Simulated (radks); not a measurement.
Problem. Species: Mn. Configuration: [Ar] 3d5 4s2. Method: scalar-relativistic Kohn-Sham, HCTH/407, spin-unpolarised, spherical densities, point nucleus; computed with a radial shooting solver on a logarithmic mesh with Libxc functionals. Some entries of the table are withheld. Estimate them.

| orbital | occ. | eigenvalue (hartree) | <r> (bohr) |
|---|---|---|---|
| 1s | 2 | (1) | (2) |
| 2s | 2 | (3) | 0.2792 |
| 2p | 6 | -23.25053 | 0.2468 |
| 3s | 2 | (4) | (5) |
| 3p | 6 | (6) | 0.9016 |
| 3d | 5 | -0.26409 | 1.203 |
| 4s | 2 | -0.18775 | 3.135 |

Solution. 
(1) 1s eigenvalue (hartree): -236.1594
(2) 1s <r> (bohr): 0.06095
(3) 2s eigenvalue (hartree): -27.40203
(4) 3s eigenvalue (hartree): -3.18070
(5) 3s <r> (bohr): 0.8504
(6) 3p eigenvalue (hartree): -2.03128
